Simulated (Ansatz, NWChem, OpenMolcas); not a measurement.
TlF (SMILES [F][Tl]): the energy, rung by rung

TlF has 2 atoms, charge 0, and is taken as a singlet. As SMILES, `[F][Tl]`. Geometry: the measured bond length.

```xyz
2

F     0.0000    0.0000    0.0000
Tl    0.0000    0.0000    2.0844
```

Each level gives the energy change with the F1–Tl2 bond stretched from 2.084 to 2.710 Å (eV). The values are calculated.

```json
{"level": "HF/def2-TZVPPD (core potential) (restricted)", "kind": "Hartree–Fock", "program": "Ansatz", "value (eV)": "1.13", "CPU time (all runs)": "2.3 s"}
{"level": "revPBE/def2-TZVPPD (core potential) (restricted)", "kind": "GGA", "program": "Ansatz", "value (eV)": "0.84", "CPU time (all runs)": "3.7 s"}
{"level": "M06-L/def2-TZVPPD (core potential) (restricted)", "kind": "meta-GGA", "program": "NWChem", "value (eV)": "1.01", "CPU time (all runs)": "47 s"}
{"level": "BHLYP/def2-TZVPPD (core potential) (restricted)", "kind": "global hybrid", "program": "Ansatz", "value (eV)": "1.13", "CPU time (all runs)": "4.3 s"}
{"level": "r2SCAN0/def2-TZVPPD (core potential) (restricted)", "kind": "hybrid meta-GGA", "program": "Ansatz", "value (eV)": "1.18", "CPU time (all runs)": "5.8 s"}
{"level": "HSE06/def2-TZVPPD (core potential) (restricted)", "kind": "range-separated hybrid", "program": "Ansatz", "value (eV)": "1.09", "CPU time (all runs)": "4.2 s"}
{"level": "B2PLYP/def2-TZVPPD (core potential) (restricted)", "kind": "double hybrid", "program": "OpenMolcas", "value (eV)": "1.02", "CPU time (all runs)": "38 s"}
{"level": "RPA@PBE/def2-TZVPPD (core potential) (restricted)", "kind": "RPA", "program": "Ansatz", "value (eV)": "0.95", "CPU time (all runs)": "6.3 s"}
{"level": "MP2/def2-TZVPPD (core potential) (restricted)", "kind": "perturbation theory", "program": "OpenMolcas", "value (eV)": "1.06", "CPU time (all runs)": "14 s"}
{"level": "CCSD/def2-TZVPPD (core potential) (restricted)", "kind": "coupled cluster or CI", "program": "Ansatz", "value (eV)": "1.09", "CPU time (all runs)": "8.8 s"}
```

The first shape isn't each level's own minimum. The values span 0.84 to 1.18 eV. Times are those of the runs behind each value, whatever else they computed, on shared processors of several kinds: orders of magnitude only.
